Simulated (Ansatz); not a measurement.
Basis-set series for ClFH4N2Si, SMILES `N[Si](N)(F)Cl`. The species carries charge 0 and has multiplicity 1. The structure was optimised at the PBE0-D4/def2-TZVP level. It is one conformer, not always the lowest.

```csv
functional,basis,functions,energy (Eh),HOMO (eV),LUMO (eV)
PBE0-D4,def2-SVP,98,-960.74784,-7.79,1.39
PBE0-D4,def2-TZVPP,233,-961.28596,-8.04,0.68
ωB97M-V,def2-SVP,98,-961.12985,-10.14,3.02
ωB97M-V,def2-TZVPP,233,-961.67280,-10.40,2.10
```

Question: Give the rows for def2-QZVPP. (Best estimate.)

Answer: Ansatz gave: 
```
functional       basis  functions  energy (Eh)  HOMO (eV)  LUMO (eV)
   PBE0-D4  def2-QZVPP        431   -961.32263      -8.10       0.26
   ωB97M-V  def2-QZVPP        431   -961.70734     -10.47       1.46
```

Positive LUMOs are unbound and depend on the basis.
